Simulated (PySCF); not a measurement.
## Computed vibrations of [SmSF]−

[SmSF]− (singlet in the valence; each metal's 4f electrons, 6 of them, lie in its core potential, out of spins and levels). PySCF 2.14.0, RKS PBE0, Sm lcecp-0-SVP with ECP52, S def2-SVP, F def2-SVP; non-relativistic Hamiltonian with scalar-relativistic core potentials where named; density fitting; no spin-orbit coupling. Central differences of gradients.

```xyz
3

Sm   -0.1879    0.0000   -0.2606
S     2.1828    0.0000    0.8246
F    -2.1706    0.0000    0.6962
```

Run from Python with OMP_NUM_THREADS=2. Where DIIS fails, smearing, a level shift and second-order steps follow.
It took 17 s on 2 threads of Arm Neoverse V2, with other jobs on the host.

Problem. What are the harmonic wavenumbers and infrared intensities?

Solution. Modes are labelled in Cs; negative numbers are unstable modes, those under 60 cm⁻¹ near the noise; a finer grid moves soft modes by up to 10 cm⁻¹.
```
cm⁻¹  km/mol  symmetry
  80    21.2        a'
 323    52.1        a'
 433    86.6        a'
```

Problem. Is this a minimum?

Solution. Yes. Ideal gas at 298.15 K and 1 bar: S = 326.4 J/(mol K), Cp = 54.1 J/(mol K), H − H(0 K) = 13.7 kJ/mol (rigid rotor, harmonic modes, spin degeneracy alone, that of the 4f electrons in the core included).

An lcecp potential fixes the number of 4f electrons, so in runs with it no electron can move into or out of that shell.
